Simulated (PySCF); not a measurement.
Precursor series Ta Cl-OH. All species are isolated molecules in the gas phase. One relaxed conformer stands for each flexible species; it need not be the lowest.

Computed with PySCF 2.14.0 with B3LYP-D3(BJ)/def2-TZVP // BP86-D3(BJ)/def2-SVP. B3LYP has the VWN-RPA correlation part, as in Gaussian. 

| species | mean distance from the central atom to its bonded neighbours (Å) | HOMO (eV) | coordination number | HOMO–LUMO gap (eV) |
|---|---|---|---|---|
| 0 of 5 Cl replaced by OH ([Ta(Cl)5]) | 2.320 | -8.93 | ? | 4.90 |
| 1 of 5 Cl replaced by OH | 2.237 | -8.58 | 5 | ? |
| 2 of 5 Cl replaced by OH ([Ta(Cl)3(OH)2]) | 2.166 | ? | 5 | ? |
| 5 of 5 Cl replaced by OH ([Ta(OH)5]) | 1.940 | -8.32 | 5 | 7.07 |

### Question
Fill in the missing entries.

### Answer

- 0 of 5 Cl replaced by OH ([Ta(Cl)5]), coordination number: 5
- 1 of 5 Cl replaced by OH, HOMO–LUMO gap (eV): 5.45
- 2 of 5 Cl replaced by OH ([Ta(Cl)3(OH)2]), HOMO (eV): -8.53
- 2 of 5 Cl replaced by OH ([Ta(Cl)3(OH)2]), HOMO–LUMO gap (eV): 5.64
